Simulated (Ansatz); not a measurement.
Input file for Ansatz (a first-principles code): R-B3LYP/def2-TZVPPD on CH7NS (a complex). Files ending in .json are basis or fitting sets from the Basis Set Exchange.

Ansatz 0.2 input:
```yaml
crystal:
  periodic: [false, false, false]
  atoms:
    - {symbol: N, position_ang: [-0.17450556, 0.03282820, 0.74719307]}
    - {symbol: H, position_ang: [-0.14679783, 0.95387266, 0.32494152]}
    - {symbol: H, position_ang: [0.65866395, -0.46350876, 0.45284551]}
    - {symbol: H, position_ang: [-0.97520889, -0.45671542, 0.36445364]}
    - {symbol: C, position_ang: [0.62421281, -0.96655885, 4.68572055]}
    - {symbol: S, position_ang: [-0.50744862, 0.40297891, 4.27745741]}
    - {symbol: H, position_ang: [1.62774649, -0.77480736, 4.30979810]}
    - {symbol: H, position_ang: [0.66453837, -1.02989886, 5.77185367]}
    - {symbol: H, position_ang: [0.25561601, -1.91311430, 4.29422312]}
    - {symbol: H, position_ang: [-0.40372008, 0.29368044, 2.93320144]}
basis:
  gaussian:
    orbitals: def2-TZVPPD.json
hamiltonian:
  xc: {name: B3LYP}
scf: {lower_state_search: off}
```

The log:

```
WARN ansatz: RAYON_NUM_THREADS=1 ignored (pool sized by the plan → 1); use --threads N
Functional definition: B3LYP
these checks for a lower state are left out or cut short: stability, starts, cluster_reference, orbital_swaps, neighbouring_geometries, increment
integrals: 0.14 GiB planned
1110 factors; their error is unknown
mean field: 1.26 GiB planned
mean field evaluation 1: about -13468.3701 eV, gradient 7.3e1 eV
mean field evaluation 2: about -13454.6664 eV, gradient 1.0e2 eV
mean field evaluation 4: about -13479.0238 eV, gradient 4.9e0 eV
mean field evaluation 8: about -13479.0778 eV, gradient 8.4e-2 eV
mean field evaluation 16: about -13479.0853 eV, gradient 1.8e-5 eV
mean field -13479.08528943 eV, -495.3472479343 hartree, gradient 6.2e-6 eV, S^2 0.000000; 0 other end points of the search recorded, 0 dependent functions left out
reference -13479.08559438 eV, -495.3472591410 hartree; 18, 18 occupied and 226, 226 virtual orbitals, 1110 factors
Total energy: -13479.08559438 eV, -495.3472591410 hartree
Checks for a lower state left out: stability, starts, cluster_reference, orbital_swaps, neighbouring_geometries, increment
```

The run converged.

Cost: around 2.4 core-seconds (rough).
